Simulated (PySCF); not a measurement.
# LaC: one state, many levels of theory

State: quartet, about 0.1 electrons in the 4f shell (Mulliken). Set-up: PySCF, scalar-relativistic core potentials, basis sets La def2-TZVPP with ECP46, C def2-TZVPP. De refers to La (5d1 6s2) + C in their high-spin ground configurations, without counterpoise correction. The functionals are run spin-unrestricted. A positive dipole means La(−)C(+).

```
       Level  Re (Å)  ωe (cm⁻¹)  De (eV)  μ (D)
        ROHF   2.145        684      n/a  -4.67
    ROHF-MP2   2.126        688      n/a    n/a
ROHF-SCS-MP2   2.132        675      n/a    n/a
   ROHF-CCSD   2.144        657     3.54    n/a
ROHF-CCSD(T)   2.159        634     3.78    n/a
         PBE   2.149        647     4.35  -4.15
      r²SCAN   2.146        649     3.97  -4.49
       TPSSh   2.149        655     4.00  -4.55
        PBE0   2.128        676     4.03  -4.38
     r²SCAN0   2.131        660     3.72  -4.59
       B97-3   2.138        667     3.69  -4.35
      M06-2X   2.135        659     3.54  -4.39
     ωB97M-V   2.131        670     3.64  -4.56
```

Task: Which functional lies closest to ROHF-CCSD(T) in De, which farthest, and by how much do they differ from it?

Result: Closest is r²SCAN0 (-2.8 pm in Re, +4.1 % in ωe, -0.06 eV in De against ROHF-CCSD(T) in the same basis), farthest PBE (-1.0 pm in Re, +2.1 % in ωe, +0.57 eV in De). CCSD(T) converges more slowly with the basis than the functionals do and binds too weakly in this one, so the order can change at the basis-set limit.

Task: What does a quarter of exact exchange do here, going from PBE to PBE0?

Result: PBE0 less PBE: -2.1 pm in Re, +4.5 % in ωe, -0.32 eV in De. Exact exchange removes part of the self-interaction that spreads semilocal densities, and in most molecules shortens and stiffens the bond and lowers De; so it does here.

Task: What does the step from GGA to meta-GGA do here, going from PBE to r²SCAN?

Result: r²SCAN less PBE: -0.3 pm in Re, +0.3 % in ωe, -0.38 eV in De. 

Correlated steps freeze 1 core orbital. Spin–orbit coupling is left out, which matters for elements this heavy, above all for dissociation energies. UHF is strongly spin-contaminated for LaC, so the ROHF reference used there is far from stable. The state is the lowest single determinant that the PBE0 search found; with open d or f shells the true ground state can be another one.

The whole job (state search and all levels along the bond) took about 23 min on 1 thread of Arm Neoverse V1 (shared host), peak memory 3.6 GiB.
